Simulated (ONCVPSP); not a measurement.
Varying the ONCV potential for boron (B)

Base potential:

* Element: B
* Generator: ONCVPSP 4.0.1
* Type: optimised norm-conserving Vanderbilt (ONCV)
* Functional: PBEsol
* Relativity: scalar-relativistic
* Frozen core: [He]
* Valence charge: 3
* Reference configuration: 2s1 (charge +2)
* Partial waves: 2s: rc 1.00 bohr, ncon 5, nbas 9, qcut 5.9 1/bohr, 1 projector; p scattering state at 0.26 Ha: rc 0.95 bohr, ncon 4, nbas 8, qcut 7.3 1/bohr, 3 projectors, debl 1.9 Ha; d scattering state at 0.04 Ha: rc 0.90 bohr, ncon 4, nbas 8, qcut 9 1/bohr, 2 projectors, debl 0.8 Ha
* Local potential: polynomial inside 0.75 bohr (lpopt 5, dvloc0 0 Ha)
* Core correction: none

In the p channel the program set the typed energies aside and used 0.050, 1.950, 3.850 Ha.

Cutoffs, loose and tight: the cutoffs (Ha) at which the residual kinetic energy of the hardest occupied pseudo-wave falls to 1 and 0.1 mHa per electron. They do not see the model core or the augmentation charge, which bear on the density cutoff. Test errors are all-electron minus pseudo excitation energies from the reference, over the configurations 2s2 2p1; 2s2; 2s2 2p0.5; 2s1 2p1. A dash means not determined; rows that change the core or the reference have their own tests.

A true bound ghost makes a file unfit for plane-wave use even where its test errors are small: the radial tests pick states by their node count and pass the ghost by.

| change | outcome | cutoff, loose | cutoff, tight | bound ghosts | GHOST(+) flags above zero | largest test error (meV) |
| --- | --- | --- | --- | --- | --- | --- |
| base | generated, projector energies reset by the program | 170 Ha | 221 Ha | p | d | +105 |
| s: qcut 3.9; p: qcut 4.8; d: qcut 5.9 | generated, projector energies reset by the program | 122 Ha | 218 Ha | p | d | +108 |
| s: qcut 4.3; p: qcut 5.3; d: qcut 6.6 | generated, projector energies reset by the program | 159 Ha | 219 Ha | p | d | +108 |
| s: qcut 5.2; p: qcut 6.4; d: qcut 7.9 | generated, projector energies reset by the program | 171 Ha | 221 Ha | p | d | +106 |
| s: qcut 5.6; p: qcut 7; d: qcut 8.6 | generated, projector energies reset by the program | 172 Ha | 222 Ha | p | d | +105 |
| s: qcut 6.3; p: qcut 7.8; d: qcut 9.6 | generated, projector energies reset by the program | 166 Ha | 220 Ha | p | d | +105 |
| s: qcut 6.9; p: qcut 8.5; d: qcut 10.5 | generated, projector energies reset by the program | 128 Ha | 218 Ha | p | none | +104 |
| s: qcut 7.3; p: qcut 9; d: qcut 11.1 | generated, projector energies reset by the program | 111 Ha | 215 Ha | none | p | +104 |
| s: qcut 8.5; p: qcut 10.6; d: qcut 13 | generated, projector energies reset by the program | 51 Ha | 204 Ha | none | p | +105 |

(1) What comes out with this change to the base: s: qcut 8.1; p: qcut 10; d: qcut 12.3?

Answers

(1) outcome: generated, projector energies reset by the program; cutoff, loose: 65 Ha; cutoff, tight: 209 Ha; bound ghosts: none; GHOST(+) flags above zero: p; largest test error (meV): +104.
